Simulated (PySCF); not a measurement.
silacyclobutane cation (C₃H₈Si), SMILES C1C[SiH2]C1 (connectivity only; charge and spin as stated), charge +1, multiplicity 2. Atoms are numbered in the order given.

```xyz
12

C      0.0000     0.0000     1.5383
C      0.0000     1.1028     0.4772
Si     0.0000     0.0000    -1.2060
C      0.0000    -1.1028     0.4772
H     -0.8954     0.0000     2.1708
H      0.8954     0.0000     2.1708
H     -0.9378     1.6759     0.3886
H      0.9378     1.6759     0.3886
H      1.2547     0.0000    -1.9843
H     -1.2547     0.0000    -1.9843
H     -0.9378    -1.6759     0.3886
H      0.9378    -1.6759     0.3886
```
Charge +1, spin multiplicity 2.

Geometry: B3LYP-D3(BJ)/def2-SVP. The geometry has at least one imaginary mode, so it is a saddle point at that level. The spin state was assumed, not searched.

Calculation: PySCF with PBE/pcH-1.

Unrestricted Kohn–Sham, ⟨S²⟩ = 0.752. Hyperfine tensors hold the contact and dipolar terms, without spin-orbit corrections.

Computed hyperfine couplings:
| nucleus | A(iso) (MHz) | A(iso) (G) | dipolar principal values (MHz) |
|---|---|---|---|
| 13C no. 1 | -8.9 | -3.2 | -6.3, -2.3, 8.7 |
| 13C no. 2 | 75.6 | 27.0 | -34.5, -32.3, 66.8 |
| 29Si no. 3 | -4.2 | -1.5 | -85.4, 40.1, 45.3 |
| 13C no. 4 | 75.6 | 27.0 | -34.5, -32.3, 66.8 |
| 1H no. 5 | -3.4 | -1.2 | -5.3, -1.8, 7.1 |
| 1H no. 6 | -3.4 | -1.2 | -5.3, -1.8, 7.1 |
| 1H no. 7 | 69.8 | 24.9 | -15.6, -4.2, 19.8 |
| 1H no. 8 | 69.8 | 24.9 | -15.6, -4.2, 19.8 |
| 1H no. 9 | -19.7 | -7.0 | -6.0, -1.3, 7.3 |
| 1H no. 10 | -19.7 | -7.0 | -6.0, -1.3, 7.3 |
| 1H no. 11 | 69.8 | 24.9 | -15.6, -4.2, 19.8 |
| 1H no. 12 | 69.8 | 24.9 | -15.6, -4.2, 19.8 |
